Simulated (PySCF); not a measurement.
Geometry (Å), atoms numbered from 1 in this order:
```xyz
10

O     0.102   -0.446    1.807
C     0.040   -0.162    0.657
C     1.312    0.142   -0.177
F     2.314    0.463    0.619
F     1.645   -0.943   -0.874
F     1.096    1.143   -1.027
C    -1.317   -0.081   -0.091
F    -1.681    1.196   -0.198
F    -2.247   -0.736    0.575
F    -1.213   -0.597   -1.313
```

[PySCF 2.14.0 with density-fitted response routines: B97-2/pcSseg-2 with gauge-including orbitals; structure optimised with PBE0-D3(BJ)/def2-TZVP; relativity neglected; one averaged value for each set of equivalent atoms; no solvent model; a single conformation]

References, each an isolated molecule treated in the same way: TMS for ¹³C (σ = 185.38 ppm); ¹⁷O (σ = 327.66 ppm) against H2O; ¹⁹F (σ = 175.98 ppm) vs CFCl3.

```csv
atoms,nucleus,count,δ (ppm)
C3/C7,¹³C,2,?
C2,¹³C,1,187.7
O1,¹⁷O,1,?
F4/F5/F6/F8/F9/F10,¹⁹F,6,-86.6
```

Task: Estimate the values marked ?.

Result: 
- C3/C7: 124.9 ppm, CF3 carbon; 3 electronegative neighbours deshield it
- O1: 656.7 ppm, ketone oxygen

Shifts are as computed. Against solution values, carbons near 30 ppm lie about +3 ppm off and those near 130 ppm about +7 ppm. Of 1211 compounds with measured shifts, 218 miss one by over three times the rms of a fit or turn the order of signals round; such compounds aren't used in these exercises. Unscaled 19F shifts against computed CFCl3 carry errors that often reach 10 to 50 ppm. Unscaled 17O shifts of doubly bonded oxygen tend to come out too high, by tens of ppm or more. Experimental scales use liquid or dissolved standards, which lie at an offset from isolated H2O (liquid H2O: subtract about 36 ppm).
